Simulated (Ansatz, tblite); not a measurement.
Forces on Li4H4 (relaxed from a model of (LiH)4 ring, whose bonding it doesn't keep) at its PBE-D4/def2-TZVP geometry. The state is a singlet with charge 0.

The xTB rows come from tblite. Another isomer (singlet) lies 0.46 eV lower at PBE0-D4/def2-TZVP; other spin states weren't run for this one.

GFN1-xTB (tblite), largest force 0.29 eV/Å:

```xyz
8
positions Å, forces eV/Å
Li   -2.002    0.527    0.444    0.271   -0.072   -0.061
Li    0.577    2.032    0.191   -0.078   -0.273   -0.024
Li    2.004   -0.528   -0.434   -0.272    0.072    0.058
Li   -0.579   -2.031   -0.201    0.079    0.273    0.029
H    -1.086    1.950    0.485    0.019   -0.042   -0.010
H     1.966    1.146   -0.186   -0.038   -0.028    0.002
H     1.087   -1.950   -0.483   -0.019    0.042    0.009
H    -1.966   -1.146    0.184    0.038    0.028   -0.003
```

GFN2-xTB (tblite), largest force 0.52 eV/Å:

```
Li 0.313 -0.082 -0.070
Li -0.090 -0.316 -0.028
Li -0.314 0.082 0.067
Li 0.091 0.315 0.033
H 0.243 -0.446 -0.111
H -0.445 -0.265 0.041
H -0.243 0.446 0.109
H 0.445 0.265 -0.041
```

PBE-D4/def2-TZVP (Ansatz), largest force 0.02 eV/Å:

```
Li 0.014 -0.005 -0.004
Li -0.004 -0.011 0.002
Li -0.015 0.005 0.002
Li 0.005 0.010 0.003
H -0.008 0.002 0.001
H 0.010 -0.005 -0.003
H 0.008 -0.001 -0.003
H -0.010 0.005 0.002
```
